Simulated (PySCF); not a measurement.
PySCF 2.14 output of an unrestricted wB97M-V calculation on a single atom or ion in aug-cc-pVTZ (4s3p2d, 23 functions), with no relativity, point nucleus:

```
SCF conv_tol = 1e-09
number electrons alpha = 2  beta = 0
    N. Mardirossian and M. Head-Gordon.,  J. Chem. Phys. 144, 214110 (2016)
cycle= 1 E= -2.00999229945097  delta_E= -0.000312  |g|= 0.00315  |ddm|= 0.0612
cycle= 2 E= -2.00999682774466  delta_E= -4.53e-06  |g|= 0.000438  |ddm|= 0.00475
cycle= 3 E= -2.00999693167196  delta_E= -1.04e-07  |g|= 1.93e-05  |ddm|= 0.000692
cycle= 4 E= -2.00999693196442  delta_E= -2.92e-10  |g|= 5.13e-07  |ddm|= 4.14e-05
converged SCF energy = -2.00999693196442  <S^2> = 2  2S+1 = 3
```

The run itself started from symmetry-adapted Hartree-Fock orbitals and held the occupation by maximum overlap, on a logarithmic radial grid, so the iterations belong to that start.

Question: Which element, charge and spin multiplicity is this?

Answer: He (helium, neutral), multiplicity 3; the state was 1s1 2p1, high-spin 3P determinant (an excited configuration).

The outer electron is Rydberg-like, and this basis confines it to a smaller radius and binds it less than a complete one would. At wB97M-V the highest occupied level has a positive energy, so only the finite basis holds that electron; for this excited configuration the basis is too tight for the outer shell.
